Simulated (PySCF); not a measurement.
PySCF input file for B(F)2(SH) (BF2HS), SMILES FB(F)S, ADC(2)/aug-cc-pVDZ. Coordinates come from a ωB97X-D3(BJ)/def2-SVP optimisation. Other conformers were not sampled.

```python
import numpy as np
from pyscf import gto, scf, dft, adc

mol = gto.M(
    atom='''
    B     0.00141273   -0.46478831   -0.00000000
    F     1.11232830   -1.18199260    0.00000000
    F    -1.15889686   -1.10408961    0.00000000
    S     0.10265831    1.33598257    0.00000000
    H    -1.23047958    1.52296036   -0.00000001
    ''',
    basis='aug-cc-pVDZ',
    charge=0,
    spin=0,
    max_memory=1600,
    verbose=4,
)
mf = scf.RHF(mol)
mf.conv_tol = 1e-10
mf.max_cycle = 100
mf.kernel()
res = {}
for kind, nroots in (('ee', 6), ('ip', 6), ('ea', 2)):
    a = adc.ADC(mf).density_fit('aug-cc-pvdz-ri')
    a.method, a.method_type = 'adc(2)', kind
    e, v, p, x = a.kernel(nroots=nroots)
    res[kind] = (e * 27.211386245988, p)
for kind, (e, p) in res.items():
    print(kind, 'energies / eV', np.round(e, 3), 'strengths', np.round(p, 4))
```

Program output:

```
PySCF version 2.14.0

[INPUT] verbose = 4
[INPUT] num. atoms = 5
[INPUT] num. electrons = 40
[INPUT] charge = 0
[INPUT] spin (= nelec alpha-beta = 2S) = 0
[INPUT] symmetry False subgroup None
[INPUT] Mole.unit = angstrom
[INPUT] Symbol           X                Y                Z      unit          X                Y                Z       unit  Magmom
[INPUT]  1 B      0.001412730000  -0.464788310000   0.000000000000 AA    0.002669672788  -0.878322611799   0.000000000000 Bohr   0.0
[INPUT]  2 F      1.112328300000  -1.181992600000   0.000000000000 AA    2.101995847603  -2.233642295263   0.000000000000 Bohr   0.0
[INPUT]  3 F     -1.158896860000  -1.104089610000   0.000000000000 AA   -2.189997672018  -2.086426979878   0.000000000000 Bohr   0.0
[INPUT]  4 S      0.102658310000   1.335982570000   0.000000000000 AA    0.193996090311   2.524641164493   0.000000000000 Bohr   0.0
[INPUT]  5 H     -1.230479580000   1.522960360000  -0.000000010000 AA   -2.325269408070   2.877977978969  -0.000000018897 Bohr   0.0

nuclear repulsion = 144.710701097491
number of shells = 37
number of NR pGTOs = 166
number of NR cGTOs = 105
basis = aug-cc-pVDZ
ecp = {}


[settings echo left out]
init E= -622.241766857254
  HOMO = -0.336331090161353  LUMO = 0.0264614125496934  gap/eV = 9.87209
cycle= 1 E= -621.771357571569  delta_E= 0.47  |g|= 0.596  |ddm|= 2.42
  HOMO = -0.44066122078133  LUMO = 0.0290257211661977  gap/eV = 12.78083
cycle= 2 E= -621.837208027182  delta_E= -0.0659  |g|= 0.322  |ddm|= 0.708
  HOMO = -0.420840344031517  LUMO = 0.0344192743719001  gap/eV = 12.38825
cycle= 3 E= -621.855019493796  delta_E= -0.0178  |g|= 0.048  |ddm|= 0.222
  HOMO = -0.416148084664296  LUMO = 0.036528440280474  gap/eV = 12.31796
cycle= 4 E= -621.855840744987  delta_E= -0.000821  |g|= 0.0124  |ddm|= 0.0719
  HOMO = -0.416174698904719  LUMO = 0.0364707825921329  gap/eV = 12.31711
cycle= 5 E= -621.85591652383  delta_E= -7.58e-05  |g|= 0.00297  |ddm|= 0.0189
  HOMO = -0.416730409382034  LUMO = 0.0364121188723754  gap/eV = 12.33064
cycle= 6 E= -621.855922704734  delta_E= -6.18e-06  |g|= 0.000792  |ddm|= 0.00579
  HOMO = -0.416581100245293  LUMO = 0.0364431613570968  gap/eV = 12.32742
cycle= 7 E= -621.85592313144  delta_E= -4.27e-07  |g|= 0.00018  |ddm|= 0.00154
  HOMO = -0.416605314226513  LUMO = 0.0364412893439967  gap/eV = 12.32803
cycle= 8 E= -621.855923154766  delta_E= -2.33e-08  |g|= 5.53e-05  |ddm|= 0.000468
  HOMO = -0.416607799725436  LUMO = 0.0364426571507979  gap/eV = 12.32813
cycle= 9 E= -621.855923156046  delta_E= -1.28e-09  |g|= 2.13e-05  |ddm|= 7.56e-05
  HOMO = -0.416607279448133  LUMO = 0.0364430357025238  gap/eV = 12.32813
cycle= 10 E= -621.855923156253  delta_E= -2.07e-10  |g|= 5.16e-06  |ddm|= 3.33e-05
  HOMO = -0.416607726665658  LUMO = 0.0364429967462563  gap/eV = 12.32814
cycle= 11 E= -621.855923156276  delta_E= -2.3e-11  |g|= 1.38e-06  |ddm|= 1.29e-05
  HOMO = -0.416607868477308  LUMO = 0.0364430234114455  gap/eV = 12.32814
Extra cycle  E= -621.855923156276  delta_E= 6.82e-13  |g|= 6.32e-07  |ddm|= 2.67e-06
converged SCF energy = -621.855923156276

******** <class 'pyscf.adc.radc.RADC'> ********
******** ADC Orbital Information ********
Number of Frozen Occupied Orbitals: 0
Number of Frozen Virtual Orbitals: 0
Number of Active Occupied Orbitals: 20
Number of Active Virtual Orbitals: 85
*****************************************
******** <class 'pyscf.df.df.DF'> ********
auxbasis = aug-cc-pvdz-ri
Reference correlation energy (doubles): -0.64301275
MP2 correlation energy of reference state (a.u.) = -0.64301275

******** <class 'pyscf.adc.radc_ee.RADCEE'> ********
max_space = 12
max_cycle = 50
conv_tol = 1e-08

*************************************************************
        ADC calculation summary (singlet states only)
*************************************************************
adc(2) root 0  |  Energy (Eh) =   0.2531494480  |  Energy (eV) =   6.88854735  |  Osc. strength = 0.03529495  |  conv = True
adc(2) root 1  |  Energy (Eh) =   0.2819145328  |  Energy (eV) =   7.67128518  |  Osc. strength = 0.06112600  |  conv = True
adc(2) root 2  |  Energy (Eh) =   0.2860294108  |  Energy (eV) =   7.78325671  |  Osc. strength = 0.19867002  |  conv = True
adc(2) root 3  |  Energy (Eh) =   0.3178589162  |  Energy (eV) =   8.64938167  |  Osc. strength = 0.00890274  |  conv = True
adc(2) root 4  |  Energy (Eh) =   0.3249883394  |  Energy (eV) =   8.84338315  |  Osc. strength = 0.02168415  |  conv = True
adc(2) root 5  |  Energy (Eh) =   0.3258330180  |  Energy (eV) =   8.86636803  |  Osc. strength = 0.00142791  |  conv = True

******** <class 'pyscf.adc.radc.RADC'> ********
******** ADC Orbital Information ********
Number of Frozen Occupied Orbitals: 0
Number of Frozen Virtual Orbitals: 0
Number of Active Occupied Orbitals: 20
Number of Active Virtual Orbitals: 85
*****************************************
******** <class 'pyscf.df.df.DF'> ********
auxbasis = aug-cc-pvdz-ri
Reference correlation energy (doubles): -0.64301275
MP2 correlation energy of reference state (a.u.) = -0.64301275

******** <class 'pyscf.adc.radc_ip.RADCIP'> ********
max_space = 12
max_cycle = 50
conv_tol = 1e-08

*************************************************************
        ADC calculation summary (doublet states only)
*************************************************************
adc(2) root 0  |  Energy (Eh) =   0.3943017122  |  Energy (eV) =  10.72949610  |  Spec. factor = 1.83748085  |  conv = True
adc(2) root 1  |  Energy (Eh) =   0.4586407199  |  Energy (eV) =  12.48024967  |  Spec. factor = 1.81002463  |  conv = True
adc(2) root 2  |  Energy (Eh) =   0.5123501564  |  Energy (eV) =  13.94175788  |  Spec. factor = 1.76354519  |  conv = True
adc(2) root 3  |  Energy (Eh) =   0.5423634318  |  Energy (eV) =  14.75846071  |  Spec. factor = 1.74639403  |  conv = True
adc(2) root 4  |  Energy (Eh) =   0.5425558462  |  Energy (eV) =  14.76369657  |  Spec. factor = 1.77973698  |  conv = True
adc(2) root 5  |  Energy (Eh) =   0.6028498650  |  Energy (eV) =  16.40438039  |  Spec. factor = 1.75394246  |  conv = True

******** <class 'pyscf.adc.radc.RADC'> ********
******** ADC Orbital Information ********
Number of Frozen Occupied Orbitals: 0
Number of Frozen Virtual Orbitals: 0
Number of Active Occupied Orbitals: 20
Number of Active Virtual Orbitals: 85
*****************************************
******** <class 'pyscf.df.df.DF'> ********
auxbasis = aug-cc-pvdz-ri
Reference correlation energy (doubles): -0.64301275
MP2 correlation energy of reference state (a.u.) = -0.64301275

******** <class 'pyscf.adc.radc_ea.RADCEA'> ********
max_space = 12
max_cycle = 50
conv_tol = 1e-08

*************************************************************
        ADC calculation summary (doublet states only)
*************************************************************
adc(2) root 0  |  Energy (Eh) =   0.0235689642  |  Energy (eV) =   0.64134418  |  Spec. factor = 1.96868739  |  conv = True
adc(2) root 1  |  Energy (Eh) =   0.0526587333  |  Energy (eV) =   1.43291712  |  Spec. factor = 1.98861031  |  conv = True
ee energies / eV [6.889 7.671 7.783 8.649 8.843 8.866] strengths [0.0353 0.0611 0.1987 0.0089 0.0217 0.0014]
ip energies / eV [10.729 12.48  13.942 14.758 14.764 16.404] strengths [1.8375 1.81   1.7635 1.7464 1.7797 1.7539]
ea energies / eV [0.641 1.433] strengths [1.9687 1.9886]
```

Self-consistency was reached.

Cost: around 4 core-minutes (rough).
